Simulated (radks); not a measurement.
Task: These are the eigenvalues of the occupied orbitals of an atom or ion with whole-number occupations (eV). Method: non-relativistic Kohn-Sham, r2SCAN, spin-polarised, spherical densities, point nucleus; meta-GGA in the generalised Kohn-Sham scheme; computed with a radial shooting solver on a logarithmic mesh with Libxc functionals.

| orbital | eigenvalue |
|---|---|
| 1s down | -80107.29 |
| 1s up | -80107.26 |
| 2s up | -14377.12 |
| 2s down | -14376.79 |
| 2p up | -13876.13 |
| 2p down | -13875.90 |
| 3s up | -4211.731 |
| 3s down | -4198.947 |
| 3p up | -3975.224 |
| 3p down | -3963.727 |
| 3d up | -3535.159 |
| 3d down | -3527.105 |
| 4s up | -1646.108 |
| 4s down | -1633.905 |
| 4p up | -1540.113 |
| 4p down | -1527.607 |
| 4d up | -1346.653 |
| 4d down | -1333.272 |
| 4f up | -1093.050 |

Which element is it, and in what charge state? The configuration may be excited. Open shells, if any, are filled with parallel spins first.

Result: Z = 82, lead, charge +30: Pb30+ in [Kr] 4d10 4f6. The list shows which subshells hold electrons but not how many an open one holds; the 1s level, -2943.9 hartree, gives Z - s = 76.7 by -(Z - s)^2/2, which with screening narrows Z to a few neighbours, and the depths of the outer levels then fix element, charge and occupations together.
